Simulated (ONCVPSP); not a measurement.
rubidium ONCV: all-electron and pseudo phase curves

* Element: Rb
* Generator: ONCVPSP 4.0.1
* Type: optimised norm-conserving Vanderbilt (ONCV)
* Functional: PBE
* Relativity: scalar-relativistic
* Frozen core: [Ar] 3d10
* Valence charge: 9
* Reference configuration: 4s2 4p6 5s1
* Partial waves: 4s+5s: rc 2.70 bohr, ncon 4, nbas 7, qcut 3.6 1/bohr, 2 projectors; 4p: rc 1.90 bohr, ncon 3, nbas 6, qcut 8.4 1/bohr, 2 projectors, debl 3.8 Ha; d scattering state at 0.44 Ha: rc 2.35 bohr, ncon 4, nbas 7, qcut 4.1 1/bohr, 2 projectors, debl 1.6 Ha
* Local potential: polynomial inside 1.70 bohr (lpopt 5, dvloc0 2 Ha)
* Core correction: Teter function fitted to the true core (icmod 2), fcfact 0.35

The phase is arctan(r·R′/R) of the radial function R(r), unwrapped; energies in Ha, scanned from -3 to 5 Ha. A pole is an energy at which the radial function vanishes at the test radius. The pseudo phase is shifted by a multiple of π to meet the all-electron one at the reference energy, and phase errors are pseudo minus all-electron; the curves can meet again beyond the range given. Levels narrower than the energy grid can be missing from the lists of poles.

```json
{"channel": "s", "radius (bohr)": "2.74", "reference energy (Ha)": "-0.08", "poles, all-electron": "-1.09, 1.97", "poles, pseudo": "-1.09, 1.90, 4.18", "unbroken range about the reference energy with phases within 0.05 rad": "below 2.5", "phase error 1 Ha above the reference energy (rad)": "-0.002"}
{"channel": "p", "radius (bohr)": "1.93", "reference energy (Ha)": "-0.59", "poles, all-electron": "0.47", "poles, pseudo": "0.47", "unbroken range about the reference energy with phases within 0.05 rad": "the whole range", "phase error 1 Ha above the reference energy (rad)": "-0.000"}
{"channel": "d", "radius (bohr)": "2.39", "reference energy (Ha)": "0.44", "poles, all-electron": "1.02", "poles, pseudo": "1.02", "unbroken range about the reference energy with phases within 0.05 rad": "the whole range", "phase error 1 Ha above the reference energy (rad)": "-0.000"}
```

Phases in the p channel:

```json
{"E (Ha)": "-2.98", "all-electron": "1.225", "pseudo": "1.224"}
{"E (Ha)": "-2.76", "all-electron": "1.195", "pseudo": "1.195"}
{"E (Ha)": "-2.54", "all-electron": "1.158", "pseudo": "1.158"}
{"E (Ha)": "-2.32", "all-electron": "1.109", "pseudo": "1.109"}
{"E (Ha)": "-2.10", "all-electron": "1.042", "pseudo": "1.042"}
{"E (Ha)": "-1.88", "all-electron": "0.945", "pseudo": "0.944"}
{"E (Ha)": "-1.66", "all-electron": "0.792", "pseudo": "0.791"}
{"E (Ha)": "-1.44", "all-electron": "0.533", "pseudo": "0.532"}
{"E (Ha)": "-1.22", "all-electron": "0.095", "pseudo": "0.095"}
{"E (Ha)": "-1.00", "all-electron": "-0.465", "pseudo": "-0.466"}
{"E (Ha)": "-0.78", "all-electron": "-0.898", "pseudo": "-0.898"}
{"E (Ha)": "-0.56", "all-electron": "-1.154", "pseudo": "-1.154"}
{"E (Ha)": "-0.34", "all-electron": "-1.308", "pseudo": "-1.308"}
{"E (Ha)": "-0.12", "all-electron": "-1.409", "pseudo": "-1.409"}
{"E (Ha)": "0.10", "all-electron": "-1.481", "pseudo": "-1.482"}
{"E (Ha)": "0.32", "all-electron": "-1.538", "pseudo": "-1.538"}
{"E (Ha)": "0.54", "all-electron": "-1.584", "pseudo": "-1.585"}
{"E (Ha)": "0.76", "all-electron": "-1.626", "pseudo": "-1.626"}
{"E (Ha)": "0.98", "all-electron": "-1.665", "pseudo": "-1.665"}
{"E (Ha)": "1.20", "all-electron": "-1.704", "pseudo": "-1.704"}
{"E (Ha)": "1.42", "all-electron": "-1.746", "pseudo": "-1.746"}
{"E (Ha)": "1.64", "all-electron": "-1.792", "pseudo": "-1.792"}
{"E (Ha)": "1.86", "all-electron": "-1.848", "pseudo": "-1.849"}
{"E (Ha)": "2.08", "all-electron": "-1.920", "pseudo": "-1.920"}
{"E (Ha)": "2.30", "all-electron": "-2.018", "pseudo": "-2.018"}
{"E (Ha)": "2.52", "all-electron": "-2.165", "pseudo": "-2.165"}
{"E (Ha)": "2.74", "all-electron": "-2.402", "pseudo": "-2.402"}
{"E (Ha)": "2.96", "all-electron": "-2.794", "pseudo": "-2.794"}
{"E (Ha)": "3.18", "all-electron": "-3.323", "pseudo": "-3.323"}
{"E (Ha)": "3.40", "all-electron": "-3.776", "pseudo": "-3.776"}
{"E (Ha)": "3.62", "all-electron": "-4.059", "pseudo": "-4.059"}
{"E (Ha)": "3.84", "all-electron": "-4.228", "pseudo": "-4.229"}
{"E (Ha)": "4.06", "all-electron": "-4.337", "pseudo": "-4.337"}
{"E (Ha)": "4.28", "all-electron": "-4.411", "pseudo": "-4.412"}
{"E (Ha)": "4.50", "all-electron": "-4.466", "pseudo": "-4.466"}
{"E (Ha)": "4.72", "all-electron": "-4.507", "pseudo": "-4.508"}
{"E (Ha)": "4.94", "all-electron": "-4.540", "pseudo": "-4.541"}
```
